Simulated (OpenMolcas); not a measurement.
**S: effect of the IPEA shift**

| Item | Value |
| --- | --- |
| Program | OpenMolcas |
| Basis | ANO-RCC-VTZP [5s4p2d1f] |
| Scalar Hamiltonian | DKH2, point nucleus |
| Active space | 6 electrons in 4 orbitals (3s 3p) |
| State averaging | 2S+1 = 3 even, 3 roots; 2S+1 = 1 even, 6 roots; 2S+1 = 3 odd, 3 roots (0 in the spin-orbit step) |
| Spin-orbit coupling | state interaction with AMFI integrals over the reference wave functions, term energies averaged over their components |

Methods on the same reference wave functions:
A. CASSCF
B. SS-CASPT2, IPEA 0 Eh, imaginary shift 0.1 Eh (closed shells correlated: 2s 2p)
C. SS-CASPT2, IPEA 0.25 Eh, imaginary shift 0.1 Eh (closed shells correlated: 2s 2p)

Energies in cm⁻¹ above 3s² 3p⁴ ³P₂, the measured ground level; measured values from NIST Handbook of Basic Atomic Spectroscopic Data.

```csv
Level,A,B,C,Measured
3s² 3p⁴ ³P₂,0.0,0.0,0.0,0.0
3s² 3p⁴ ³P₁,367,368,369,396
3s² 3p⁴ ³P₀,536,538,538,574
3s² 3p⁴ ¹D₂,11740,10050,9590,9239
3s² 3p⁴ ¹S₀,21467,22680,22130,22180
```

Deviations, from unrounded energies. A percentage is the sum of absolute deviations over the sum of measured energies, with the sign that they share, or ± where signs differ.

```
                        Against measurement  Levels      A     B     C
             mean absolute deviation (cm-1)       4    820   340   120
      fine structure of the ground term (%)       2   -6.8  -6.6  -6.5
other terms of the ground configuration (%)       2  ±10.2  +4.2  ±1.3
```

C lies closest to measurement on these levels and A furthest from it. The largest miss of C in the table is 3s² 3p⁴ ¹D₂, by +350 cm-1. The ranking rests on the paired levels alone, and a cruder setting can come out closer through cancelling errors.

Between B and C the level of the table that moves most is 3s² 3p⁴ ¹S₀, by 550 cm-1 (lowest in C, highest in B). Moves below CASPT2's spread within the term are not significant.

From A to B the spin-free energies of the other terms of 3s² 3p⁴ shown, above ³P, scale by factors of 0.85 to 1.06.

The lowest spin-free term lies below A's lowest term by 0.154 hartree in B, 0.144 hartree in C.

CASPT2 breaks the degeneracy within a term, and the mean is taken; among the terms shown or strongly mixed into the levels shown the widest spread is 160 cm-1 (3s² 3p⁴ ¹D, C). No level of 3s 3p⁵ was computed, though it lies in the active space. Without dynamic correlation excited terms often stand tens of per cent too high (terms of higher spin than the ground term too low), and those without a measured partner can miss by more than the paired ones (holds for A). Computed and measured levels are paired by configuration, term and J; levels that our copy of the source lacks, or whose pairing is in doubt (as where it misses far off the trend of its configuration), stay unpaired and out of the deviations. Only configurations of the active space appear.
